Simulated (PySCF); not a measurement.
NTi, SMILES [N]#[Ti] (connectivity only; charge and spin as stated), neutral, multiplicity 2.

Coordinates come from a PBE0-D3(BJ)/def2-TZVPD optimisation. The multiplicity is an assumed one; other spin states were not compared.

Calculation: B3LYP/def2-TZVPD (PySCF).

Task: Estimate the frontier levels, dipole moment and polarisability. (An estimate is asked for; the answer gives what the named calculation found.)

Result: 
* **α spin, highest occupied and lowest empty level**: -4.84 and -2.85 eV
* **β spin, highest occupied and lowest empty level**: -7.16 and -2.92 eV
* **dipole moment**: 3.42 D
* **mean static polarisability**: 87.2 bohr³ (12.92 Å³)
* **polarisability, principal values**: 76.3, 92.6, 92.6 bohr³
* **⟨S²⟩**: 0.752 (pure state 0.75)
